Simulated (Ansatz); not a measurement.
Geometry optimisation, RKS PBE-D4/def2-SVP (Ansatz 0.2.0).

Input:

```yaml
crystal:
  periodic: [false, false, false]
  atoms:
    - { symbol: C, position_ang: [0.4943, -1.561, -0.6181] }
    - { symbol: O, position_ang: [-0.7164, -0.8314, -0.2194] }
    - { symbol: C, position_ang: [-1.10629, -1.21448, 1.07624] }
    - { symbol: F, position_ang: [-0.20715, -1.02485, 2.14605] }
    - { symbol: "N", position_ang: [-2.43581, -0.89164, 1.344] }
    - { symbol: B, position_ang: [-2.11816, -2.43119, 1.19834] }
    - { symbol: I, position_ang: [-2.69924, -4.45857, 0.50552] }
    - { symbol: H, position_ang: [0.2812, -2.5888, -0.597] }
    - { symbol: H, position_ang: [0.7157, -1.2449, -1.6378] }
    - { symbol: H, position_ang: [1.3059, -1.3083, 0.0726] }
    - { symbol: H, position_ang: [-2.5941, -0.74402, 2.36132] }
basis:
  gaussian: { orbitals: def2-SVP }
hamiltonian:
  xc: pbe
  dispersion: d4
relax:
  f_tol: 0.015
  max_steps: 40
```

Command:

```bash
$ ansatz run input.yaml --threads 2 --pin off --max-ram 3072MiB --backend cpu --events-out ev --progress --plain --runs-dir out
```

Task: Where does it end, and by what steps?

Result: The run converged. After 12 steps the energy has fallen by 1.541 eV; H11 moved furthest, 0.77 Å.

```json
{"step": "0", "energy less start (eV)": "0.0000", "largest force component (eV/Å)": "2.574", "accepted": "yes"}
{"step": "1", "energy less start (eV)": "-0.7231", "largest force component (eV/Å)": "2.824", "accepted": "yes"}
{"step": "2", "energy less start (eV)": "-1.0719", "largest force component (eV/Å)": "1.219", "accepted": "yes"}
{"step": "3", "energy less start (eV)": "-1.2345", "largest force component (eV/Å)": "1.149", "accepted": "yes"}
{"step": "4", "energy less start (eV)": "-1.3580", "largest force component (eV/Å)": "1.371", "accepted": "yes"}
{"step": "5", "energy less start (eV)": "-1.4658", "largest force component (eV/Å)": "0.686", "accepted": "yes"}
{"step": "6", "energy less start (eV)": "-1.5071", "largest force component (eV/Å)": "0.567", "accepted": "yes"}
{"step": "7", "energy less start (eV)": "-1.5282", "largest force component (eV/Å)": "0.288", "accepted": "yes"}
{"step": "8", "energy less start (eV)": "-1.5267", "largest force component (eV/Å)": "0.330", "accepted": "no"}
{"step": "9", "energy less start (eV)": "-1.5395", "largest force component (eV/Å)": "0.123", "accepted": "yes"}
{"step": "10", "energy less start (eV)": "-1.5406", "largest force component (eV/Å)": "0.100", "accepted": "yes"}
{"step": "11", "energy less start (eV)": "-1.5411", "largest force component (eV/Å)": "0.038", "accepted": "yes"}
{"step": "12", "energy less start (eV)": "-1.5412", "largest force component (eV/Å)": "0.010", "accepted": "yes"}
```

```xyz
11
Properties=species:S:1:pos:R:3
C 0.543 -1.397 -0.651
O -0.606 -0.825 -0.034
C -1.014 -1.480 1.101
F -0.067 -1.317 2.105
N -2.363 -1.238 1.499
B -2.133 -2.566 1.215
I -3.065 -4.452 1.129
H 0.356 -2.454 -0.946
H 0.756 -0.798 -1.556
H 1.424 -1.365 0.025
H -2.912 -0.408 1.746
```

Run time: 31 s on 2 threads of AMD EPYC 9R14 (Zen 4) (shared host), peak memory 0.24 GiB.
